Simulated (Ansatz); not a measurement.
Series HO-SiH2-X, proton removed: substituent effects on one reactive site. Gas-phase values, no solvent. One relaxed conformer stands for each flexible species; it need not be the lowest. The site is fixed along the series; a substituent can offer a better one. Strings in code marks are SMILES.

Quantity: vertical detachment energy (energy after one electron is removed minus that of the parent at the parent's geometry), in eV.

Case: `[O-][SiH2]S` (O–Si–S–H torsion 180°). Geometry of `[SiH2](S)[O-]` (charge -1, multiplicity 1, Å):

```xyz
6

O     -1.6999     1.1697     0.0760
Si    -0.6326     0.0488     0.0357
S      1.4460     0.8736    -0.1026
H     -0.6573    -0.9104    -1.1273
H     -0.5186    -0.8635     1.2307
H      2.0624    -0.3181    -0.1124
```

Task: What vertical detachment energy (energy after one electron is removed minus that of the parent at the parent's geometry) does frozen-core CCSD(T)/def2-TZVPD // CAM-B3LYP-D3(BJ)/def2-TZVPD (Ansatz, an electronic-structure program) give?

Result: 4.17 eV.
